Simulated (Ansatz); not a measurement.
Consider the isomerisation: `COC(=O)C1CCC1` → `CCC(=O)CC(C)=O`.

Calculated with Ansatz (gas phase, PBE0-D4/def2-TZVP geometries, no zero-point term in ΔE). CCSD(T)/CBS adds triple-zeta CCSD(T) − MP2 to the extrapolated MP2 energy (def2 sets, frozen cores). Functionals use def2-TZVPP. B3LYP here is the variant with VWN-RPA as its local correlation; programs differ in this. One conformer a species, not always the lowest.

`COC(=O)C1CCC1`:

Cartesian coordinates in Å:
```
C 0.297 -2.888 -1.434
O -0.271 -1.948 -0.529
C 0.268 -0.722 -0.565
O 1.168 -0.420 -1.305
C -0.374 0.208 0.414
C -0.816 1.589 -0.120
C -0.285 2.222 1.177
C 0.570 0.960 1.381
H 1.360 -3.026 -1.228
H -0.245 -3.818 -1.279
H 0.184 -2.547 -2.464
H -1.179 -0.297 0.948
H -0.202 1.866 -0.979
H -1.870 1.714 -0.369
H 0.231 3.180 1.103
H -1.068 2.304 1.935
H 1.556 1.068 0.926
H 0.676 0.556 2.389
```

`CCC(=O)CC(C)=O`:

Z-matrix (Å, degrees):
```
C
C 1 1.513
H 1 1.091 2 110.7
H 1 1.091 2 110.9 3 -120.3
H 1 1.091 2 111.0 3 120.6
C 2 1.503 1 114.0 3 -179.0
H 2 1.097 1 112.3 3 59.1
H 2 1.098 1 111.5 3 -58.0
C 6 1.523 2 115.7 1 -172.1
O 6 1.205 2 123.5 1 5.3
C 9 1.523 6 107.0 2 92.3
H 9 1.090 6 111.1 2 -25.7
H 9 1.090 6 108.2 2 -148.1
C 11 1.498 9 115.9 6 87.8
O 11 1.205 9 120.7 6 -89.9
H 14 1.088 11 110.5 9 -170.5
H 14 1.094 11 109.2 9 68.9
H 14 1.094 11 109.8 9 -47.9
```

```tsv
level	ΔE (kJ/mol)	difference from CCSD(T)/CBS
PBE-D4	-52.9	-2.0
r2SCAN-D4	-56.7	-5.8
PBE0-D4	-43.1	7.8
B3LYP-D4	-63.3	-12.4
ωB97X-V	-44.0	6.9
ωB97M-V	-48.6	2.3
B2PLYP	-58.1	-7.2
PBE	-52.5	-1.6
r2SCAN	-56.4	-5.5
PBE0	-42.6	8.3
B3LYP	-62.9	-12.0
HF/def2-TZVPP	-63.7	-12.8
MP2/def2-TZVPP	-45.1	5.8
SCS-MP2/def2-TZVPP	-49.3	1.6
CCSD/def2-TZVPP	-49.5	1.4
CCSD(T)/def2-TZVPP	-49.7	1.2
HF/def2-QZVPP	-64.2	-13.3
MP2/def2-QZVPP	-45.9	5.0
SCS-MP2/def2-QZVPP	-50.2	0.7
HF/CBS(def2)	-64.2	-13.3
MP2/CBS(def2)	-46.3	4.6
CCSD/CBS(def2)	-50.6	0.3
CCSD(T)/CBS	-50.9	0
```

Largest T1 diagnostic among the species: 0.014.

From PBE to PBE0 (25 % exact exchange), in def2-TZVPP and without D4, ΔE moves by +9.9 kJ/mol. In def2-TZVPP, CCSD(T) changes the Hartree–Fock value by +14.0 kJ/mol (the triples alone add −0.3 kJ/mol) and MP2 by +18.6 kJ/mol.

CCSD(T)/CBS has its own doubt, a few kJ/mol and more with outer-core shells, so smaller differences from it don't rank the levels.
